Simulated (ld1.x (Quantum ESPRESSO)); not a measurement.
# Ga (Z = 31) TM: all-electron and pseudo phase curves

| Item | Value |
| --- | --- |
| Element | Ga |
| Generator | ld1.x (Quantum ESPRESSO) 7.5 |
| Type | norm-conserving Troullier–Martins (Kleinman–Bylander form) |
| Functional | PBE |
| Relativity | scalar-relativistic |
| Frozen core | [Ar] |
| Valence charge | 13 |
| Reference configuration | 3d10 4s2 4p1 |
| Partial waves | 4s (bound): rc 1.80 bohr; 4p (bound): rc 2.35 bohr; 3d (bound): rc 0.95 bohr |
| Local potential | all-electron potential smoothed inside 1.60 bohr (lloc = -1) |
| Core correction | none |

The phase is arctan(r·u′/u) with u = r·R(r), unwrapped; energies in Ry, scanned from -3 to 5 Ry. A pole is an energy at which the radial function vanishes at the test radius. The pseudo phase is shifted by a multiple of π to meet the all-electron one at the reference energy, and phase errors are pseudo minus all-electron; the curves can meet again beyond the range given. Levels narrower than the energy grid can be missing from the lists of poles.

```csv
channel,radius (bohr),reference energy (Ry),"poles, all-electron","poles, pseudo",unbroken range about the reference energy with phases within 0.05 rad,phase error 1 Ry above the reference energy (rad)
s,2.55,-0.66,0.59,"0.53, 2.24",below 1.2,-0.008
p,2.55,-0.19,1.72,1.61,below 2.6,-0.007
d,2.55,-1.41,"-1.37, 3.74","-1.37, 3.97",below 0.9,+0.002
```

Phases in the p channel:

```json
{"E (Ry)": "-3.00", "all-electron": "1.317", "pseudo": "1.316"}
{"E (Ry)": "-2.52", "all-electron": "1.287", "pseudo": "1.286"}
{"E (Ry)": "-2.04", "all-electron": "1.244", "pseudo": "1.243"}
{"E (Ry)": "-1.56", "all-electron": "1.176", "pseudo": "1.175"}
{"E (Ry)": "-1.08", "all-electron": "1.051", "pseudo": "1.049"}
{"E (Ry)": "-0.60", "all-electron": "0.747", "pseudo": "0.746"}
{"E (Ry)": "-0.12", "all-electron": "-0.176", "pseudo": "-0.176"}
{"E (Ry)": "0.36", "all-electron": "-1.076", "pseudo": "-1.080"}
{"E (Ry)": "0.84", "all-electron": "-1.374", "pseudo": "-1.381"}
{"E (Ry)": "1.32", "all-electron": "-1.504", "pseudo": "-1.516"}
{"E (Ry)": "1.80", "all-electron": "-1.583", "pseudo": "-1.601"}
{"E (Ry)": "2.28", "all-electron": "-1.642", "pseudo": "-1.674"}
{"E (Ry)": "2.76", "all-electron": "-1.697", "pseudo": "-1.759"}
{"E (Ry)": "3.24", "all-electron": "-1.758", "pseudo": "-1.905"}
{"E (Ry)": "3.72", "all-electron": "-1.839", "pseudo": "-2.372"}
{"E (Ry)": "4.20", "all-electron": "-1.974", "pseudo": "-3.962"}
{"E (Ry)": "4.68", "all-electron": "-2.268", "pseudo": "-4.460"}
```
